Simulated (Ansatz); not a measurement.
Consider the ligand exchange at a Ge–Br bond: `[GeH][Br]` + `O[SiH3]` → `[SiH3][O][GeH]` + HBr.

Isolated molecules relaxed with PBE0-D4/def2-TZVP in Ansatz; ΔE leaves out vibrations. CCSD(T)/CBS is the MP2 limit (def2-TZVPP, def2-QZVPP) plus CCSD(T) − MP2 in def2-TZVPP, frozen cores. Functionals use def2-TZVPP. B3LYP here is the variant with VWN-RPA as its local correlation; programs differ in this. For Br, Ge outer-core shells are correlated without core-valence functions, which leaves a few kJ/mol of doubt a bond. Scalar relativity is left out up to krypton.

CCSD(T)/CBS gives +40.3 kJ/mol.

Q: Another level gave +42.9 kJ/mol. Which?
A. B3LYP-D4/def2-TZVPP
B. RPA@PBE/def2-TZVPP
C. PBE/def2-TZVPP
D. CAM-B3LYP-D4/def2-TZVPP

A: A. B3LYP-D4 42.9, PBE 50.3, CAM-B3LYP-D4 36.8, RPA@PBE/def2-TZVPP 30.8 kJ/mol.

Largest T1 diagnostic among the species: 0.014.

Leaving LDA and LC-ωPBE aside and taking each functional with its dispersion term where it has one, the values, not all of them listed here, spread over 13.9 kJ/mol, from CAM-B3LYP-D4 to HSE06-D4. LDA lies −5.9 kJ/mol from PBE without D4. In def2-TZVPP, CCSD(T) changes the Hartree–Fock value by −12.6 kJ/mol (the triples alone add −1.4 kJ/mol) and MP2 by −11.5 kJ/mol. At CCSD(T), def2-SVP lies −15.2 kJ/mol from the extrapolated value and def2-TZVPP −5.2 kJ/mol.
